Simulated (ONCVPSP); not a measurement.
**Pseudopotential generation for silicon: ONCV, PBE, scalar-relativistic.**

```
Element                 : Si (Z = 14)
Generator               : ONCVPSP 4.0.1
Type                    : optimised norm-conserving Vanderbilt (ONCV)
Functional              : PBE
Relativity              : scalar-relativistic
Frozen core             : [Ne]
Valence charge          : 4
Reference configuration : 3s1.5 3p2.5
Partial waves           : 3s: rc 1.85 bohr, ncon 4, nbas 9, qcut 4.5 1/bohr, 2 projectors, debl 2.5 Ha; 3p: rc 1.75 bohr, ncon 5, nbas 9, qcut 4.3 1/bohr, 2 projectors, debl 3.4 Ha; d scattering state at 0.22 Ha: rc 1.90 bohr, ncon 3, nbas 7, qcut 4.8 1/bohr, 2 projectors, debl 2.3 Ha
Local potential         : polynomial inside 1.20 bohr (lpopt 5, dvloc0 2 Ha)
Core correction         : Teter function fitted to the true core (icmod 2), fcfact 0.2
```

All-electron outer shells of the reference configuration (PBE, scalar-relativistic, ld1.x):

| shell | level (eV) | outermost node (bohr) | outermost maximum (bohr) |
| --- | --- | --- | --- |
| 2s | -140.34 | 0.15 | 0.45 |
| 2p | -96.40 | – | 0.39 |
| 3s | -11.20 | 0.72 | 1.77 |
| 3p | -4.38 | 0.72 | 2.14 |

(1) Estimate the cutoffs (Ha) at which the residual kinetic energy of the hardest occupied pseudo-wave falls to 1 and 0.1 mHa per electron.

(2) What does a ghost test show?

(3) Which valence shell sets the plane-wave cutoff?

(4) Tests: 3s2 3p2; 3s2 3p1; 3s2 3p0; 3s1 3p2. Which has the largest error in its energy relative to the reference configuration, and how large is it?

Answers

(1) 7.7 Ha and 9.8 Ha. The cutoffs count occupied waves only; projector 2 of the p channel, the hardest unoccupied one, needs 90 Ha at the loose tolerance.

(2) No bound ghost flagged; GHOST(+) flagged for s at 160.2 eV.

(3) 3s: 8 Ha for 1 mHa per electron, against 3 Ha for 3p.

(4) 3s2 3p0, with +11 meV (all-electron minus pseudo) on +20.35 eV.
